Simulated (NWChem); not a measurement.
System: SiIBr, singlet; SMILES Br[Si]I

The following NWChem deck was run.

```
start job
memory heap 200 mb stack 900 mb global 1100 mb
geometry units angstroms noautoz
  Si     1.266960     0.494339     0.000000
  Br    -0.269911     2.173830     0.000000
  I     -0.148870    -1.580397     0.000000
end
basis spherical
  * library def2-svp
end
ecp
  I library def2-ecp
end
dft
  xc xpbe96 cpbe96
  iterations 150
end
tddft
  cis
  nroots 8
  notriplet
end
task tddft energy
```

Low-valent species are run as closed-shell singlets; no triplet was tried in these runs. The geometry was optimised at PBE-D3(BJ)/def2-SVP. def2 effective core potentials on I; no spin-orbit coupling.

Vertical excitations in the gas phase.

**Question.** What results follow from this input? (PBE/def2-SVP with def2 effective core potentials on I, TDA.) Quantities: lowest excitation, singlet (eV); oscillator strength of that lowest state; lowest state with f > 0.02, singlet (eV); oscillator strength of that bright state; orbital gap (eV).

**Answer.** 
* **lowest excitation, singlet (eV)**: 2.72
* **oscillator strength of that lowest state**: 0.003
* **lowest state with f > 0.02, singlet (eV)**: 3.74
* **oscillator strength of that bright state**: 0.050
* **orbital gap (eV)**: 2.38
